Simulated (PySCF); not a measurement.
diboron tetrachloride (B2Cl4), singlet, at a GFN2-xTB geometry. Base run: DF-PBE/pcseg-1 run with PySCF.

Here is a job for PySCF.
```python
from pyscf import gto, scf, dft

mol = gto.Mole()
mol.atom = '''
    Cl   -1.722311   -1.208074    0.892045
    B    -0.845317   -0.078522   -0.064679
    Cl   -1.759808    0.884616   -1.158478
    B     0.845317    0.078522    0.064679
    Cl    1.915102   -0.854763   -0.907361
    Cl    1.567017    1.178221    1.173795
'''
mol.basis = 'pcseg-1'
mol.charge = 0
mol.spin = 0
mol.verbose = 3
mol.build()

mf = dft.RKS(mol)
mf.xc = 'pbe'
mf = mf.density_fit(auxbasis='def2-universal-jkfit')
mf.kernel()
mf.analyze()
```

Each row names what was changed in the base input (with any setting that the change needs).

```tsv
change	ΔE vs base (mEh)	grid points	electrons on the grid
base	0.000	103616	78.00000
grids.level = 0	45.447	8672	78.00584
grids.atom_grid = (99, 590)	-0.002	181360	78.00000
grids.becke_scheme = stratmann	-0.001	103616	78.00000
grids.level = 4	-0.002	170968	78.00000
grids.prune = dft.gen_grid.treutler_prune	0.001	98552	78.00000
grids.radi_method = delley	0.001	105752	78.00000
grids.prune = off	0.000	184184	78.00000
grids.radi_method = gauss_chebyshev	0.000	100880	78.00000
grids.atom_grid = (30, 110)	-2.772	14592	77.99995
grids.level = 2	-0.001	69400	78.00000
```
